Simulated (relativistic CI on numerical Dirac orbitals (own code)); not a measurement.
# What each ingredient does to the levels of P XII

Base calculation: Dirac-Coulomb-Breit CI, separate exchange-only KLI orbitals for each configuration, model QED (radiative potential, 1s self-energy scaled to tabulated hydrogen-like ionisation energies), unscaled Slater integrals.

Configuration list (outside the closed core 1s2): 2s2, 2s.2p, 2p2, 2p.3s, 2p.3p, 2s.3s, 2s.3p, 2s.3d, 2s.4s, 2s.4p, 2s.4d, 2s.4f, 2s.5s, 2s.5p, 2s.5d, 2s.5f, 2s.5g, 3s2, 3s.3p, 3p2. Levels of other configurations are missing.

Variants: (1) configuration mixing switched off. Shifts of the energy above 2s2 1S_0, in cm⁻¹, for the lowest level and the first level of each name with at least 55 % of one term (blank where a level changes its place among those of its configuration and J or its character, or is not in the variant):

```csv
Level,Base,Δ(1)
2s2 1S_0,0,0
2s.2p 3P°_0,185639,-38367
2s.2p 3P°_1,188831,-38364
2s.2p 3P°_2,195948,-38360
2s.2p 1P°_1,372633,-37800
2p2 3P_0,486088,-38484
2p2 3P_1,490043,-38331
2p2 3P_2,496130,-38296
2p2 1D_2,548710,-34381
2p2 1S_0,677988,-74408
2s.3s 3S_1,2593534,-30991
2s.3s 1S_0,2628330,-24689
2s.3p 1P°_1,2681110,
2s.3p 3P°_0,2683145,-37385
2s.3p 3P°_1,2684566,
2s.3p 3P°_2,2686070,-37419
2s.3d 3D_1,2729016,-35290
2s.3d 3D_2,2729370,-35382
2s.3d 3D_3,2729964,-35505
2s.3d 1D_2,2765570,-36969
2p.3s 3P°_0,2828977,-39132
2p.3s 3P°_1,2832005,-39738
```

At this charge energies of transitions that change n are usually good to better than 1 %, and those within a shell (Δn = 0) to a few per cent.

Ionisation energy from the two ground configurations alone: base 555.714 eV. The NIST ASD value (semi-empirical) is 560.62 eV.
